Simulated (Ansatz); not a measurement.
Reaction (homolysis of the F–Sn bond): `[F][SnH]([F])[SiH3]` → F• + `[F][SnH][SiH3]`•

Gas-phase electronic energies from Ansatz, PBE0-D4/def2-TZVP geometries. CBS: MP2 limit from def2 TZ/QZ plus the TZ coupled-cluster correction, frozen cores. This one scheme is used for every species, atoms too. Functionals use def2-TZVPP. HSE06 is defined as in plane-wave codes. No spin–orbit coupling; open shells (•) take unrestricted orbitals. Spin–orbit coupling would lower the free atoms: a little for F. def2 core potentials past Kr. For Sn outer-core shells are correlated without core-valence functions, so the limit isn't a true one: a few kJ/mol of doubt a bond, and 10 to 20 or more in all where bonds break to atoms.

`[F][SnH]([F])[SiH3]`:

```xyz
8

F     0.708   -0.943    2.201
Sn    0.646    0.453    0.886
F     2.442    0.467    0.210
Si   -0.869   -0.361   -1.014
H     0.496    1.896    1.778
H    -2.248   -0.494   -0.483
H    -0.346   -1.667   -1.476
H    -0.829    0.648   -2.101
```

`[F][SnH][SiH3]`•:

Cartesian coordinates in Å:
```
F 0.893 1.539 -1.912
Sn -0.254 1.484 -0.347
Si 0.227 -0.859 0.673
H -1.820 1.691 -1.056
H -0.663 -1.030 1.851
H 1.645 -0.888 1.108
H -0.028 -1.937 -0.318
```

```
        level  ΔE (kJ/mol)
    revPBE-D4        479.1
     HSE06-D4        478.5
      ωB97X-V        501.6
      ωB97M-V        493.6
       B2PLYP        488.7
        HSE06        476.7
CCSD/def2-SVP        453.9
 HF/CBS(def2)        341.2
```

(1) What does CCSD(T)/CBS give? (Estimate.)

Largest T1 diagnostic among the species: 0.016.

Results:

(1) The calculation gave: +511.1 kJ/mol. The listed levels differ from it by -32.0, -32.6, -9.5, -17.5, -22.4, -34.4, -57.2, -169.9 kJ/mol.

In def2-TZVPP, CCSD(T) changes the Hartree–Fock value by +149.2 kJ/mol (the triples alone add +11.3 kJ/mol) and MP2 by +181.2 kJ/mol; breaking electron pairs costs correlation energy, which Hartree–Fock lacks. From r2SCAN to r2SCAN0 (25 % exact exchange), in def2-TZVPP and without D4, ΔE moves by −22.1 kJ/mol: exact exchange takes away binding that semilocal exchange gives to molecules.

CCSD(T)/CBS has its own doubt, a few kJ/mol and more with outer-core shells, so smaller differences from it don't rank the levels.
